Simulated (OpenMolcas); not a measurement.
An atom or ion with 21 electrons was computed by SS-CASPT2, IPEA 0.25 Eh, imaginary shift 0.1 Eh with spin-orbit coupling (OpenMolcas, ANO-RCC-VTZP, DKH2). The lowest levels that the run gave, each within 12 % of the measured value where one is at hand:

```
  J  Parity  E (cm⁻¹)      g
3/2    even       0.0  0.399
5/2    even       544  1.029
7/2    even      1275  1.238
9/2    even      2170  1.334
1/2    even     19610  2.657
3/2    even     19820  1.727
5/2    even     20460  1.600
7/2    even     21080  0.889
9/2    even     21820  1.108
3/2    even     27890  0.989
1/2    even     28870  0.680
9/2    even     29160  0.913
```

Q: Which ion is it, and what are the configurations and terms?

A: Fe5+ (Z = 26, charge +5; active space 3 electrons in 5 orbitals (3d)). J, parity and g give the terms where levels are pure, and mixed ones are named by the computed weights; the size of the splittings, set against known spectra of the 21-electron sequence, gives the charge. In order, with the measured energies in cm⁻¹ (Corliss and Sugar, J. Phys. Chem. Ref. Data 11, 135 (1982)): 3d³ ⁴F_3/2, 3d³ ⁴F_5/2 (511), 3d³ ⁴F_7/2 (1188), 3d³ ⁴F_9/2 (2001), 3d³ ⁴P_1/2 (18738), 3d³ ⁴P_3/2 (18942), 3d³ ⁴P_5/2 (19611), 3d³ ²G_7/2 (20616), 3d³ ²G_9/2 (21315), 3d³ ²D_3/2(1) [65 %], 3d³ ²P_1/2 (26496), 3d³ ²H_9/2 (28724).

CASPT2 breaks the degeneracy within a term, and the mean is taken; among the terms shown or strongly mixed into the levels shown the widest spread is 890 cm-1 (3d³ ⁴F). The CASPT2 spread within a term exceeds the gap to the next term for 3d³ ²P and 3d³ ²D(1), 3d³ ²D(1) and 3d³ ²H, so the order of their levels is uncertain, and so are names and mixing where such terms share a J. Measured partners are found by configuration, term and J. A level has none where our copy of the source lacks it or the pairing is in doubt (some pairs that miss far off the trend of their configuration count as doubtful), and it then counts in no deviation. Levels of configurations outside the active space are missing.

A share in square brackets marks a mixed level and gives the weight of the term that names it. A number in round brackets counts repeated terms of one configuration in the order of the reference energies.
